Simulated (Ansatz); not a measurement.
`C[Si](N)(Cl)Br` + `F[SiH2]I` → `C[SiH](F)I` + `N[SiH](Cl)Br` at 600 K and 1 bar (formal exchange of groups at a C–Si bond).

Gas-phase electronic energies from Ansatz, PBE0-D4/def2-TZVP geometries. CCSD(T)/CBS adds triple-zeta CCSD(T) − MP2 to the extrapolated MP2 energy (def2 sets, frozen cores). def2 core potentials past Kr. For Br, I outer-core shells are correlated without core-valence functions, which leaves a few kJ/mol of doubt a bond. Scalar relativity is left out up to krypton. One conformer a species, not always the lowest.

```csv
species,CCSD(T)/CBS energy (Eh),H − E (kJ/mol),S (J/(mol·K))
`C[Si](N)(Cl)Br`,-3418.10250,240.7,472.4
`F[SiH2]I`,-687.61044,90.2,351.4
`C[SiH](F)I`,-726.89319,180.6,412.5
`N[SiH](Cl)Br`,-3378.82013,150.4,413.6
```

H − E and S are ideal-gas, rigid-rotor, harmonic terms from PBE0-D4/def2-TZVP, for one conformer and one mirror image of each species. 1 Eh = 2625.50 kJ/mol, R = 8.31446 J/(mol·K).

Q: By hand: ΔE, ΔH, ΔS and ΔG.

A: ΔE = (-726.89319) + (-3378.82013) − (-3418.10250) − (-687.61044) = -0.00038 Eh = -1.0 kJ/mol. Δ(H − E) = 180.6 + 150.4 − 240.7 − 90.2 = 0.1, so ΔH = -0.9 kJ/mol. ΔS = 412.5 + 413.6 − 472.4 − 351.4 = 2.3 J/(mol·K). ΔG = -0.9 − 600 × (2.3)/1000 = -2.3 kJ/mol.

Q: By hand: the equilibrium constant, and the temperature at which ΔG would vanish if ΔH and ΔS stayed fixed.

A: log₁₀ K = −ΔG/(RT ln 10) = 0.2. ΔH and −TΔS have one sign here, so there is no such temperature. One of them is within its doubt of zero, so this could turn.

TΔS isn't small against ΔH here. The sign of ΔG lies within the doubt. A doubt of 5 kJ/mol in ΔE shifts log₁₀ K by 0.4 here. Other conformers and mirror images would add mixing entropy, several J/(mol·K) or more a flexible species. These are equilibria of isolated gas molecules and say nothing of rates. Largest T1 diagnostic: 0.009 (customary marks: 0.02 for closed shells, 0.045 for open ones).
